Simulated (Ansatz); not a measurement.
Worked example: Sb(CH3)2(SiH3) → Sb(CH3)2 + SiH3

Species: Sb(CH3)2(SiH3), singlet; Sb(CH3)2, doublet; SiH3 (silyl radical) `[SiH3]`, doublet. 

Shapes, held fixed at every level: PBE0-D4/def2-TZVP. Programs: Ansatz 0.2.0. The zero-point and thermal change to 298 K, harmonic and unscaled (PBE0-D4/def2-TZVP), is -9.4 kJ/mol.

At CCSD(T)/def2-TZVPP; 1 Eh = 2625.50 kJ/mol:

| species | energy (Eh) |
| --- | --- |
| Sb(CH3)2(SiH3) | -610.128836 |
| Sb(CH3)2 | -319.251210 |
| SiH3 | -290.783840 |

**Question.** Work out ΔH(298 K) of the reaction at this level.

**Answer.** 
1. Products less reactants: (-319.251210) + (-290.783840) − [(-610.128836)] = 0.093786 Eh = +246.2 kJ/mol.
2. With the thermal change: +246.2 + (-9.4) = +236.8 kJ/mol.

Other levels give +211.5 (CCSD/def2-SVP) to +280.1 kJ/mol (SPW92/def2-TZVPP). No measured value is set beside it here. Open shells run unrestricted unless RO is named. For atoms past krypton def2 sets carry core potentials with scalar relativity. Correlated rows may include outer-core shells of Sb, which these sets cover unevenly.
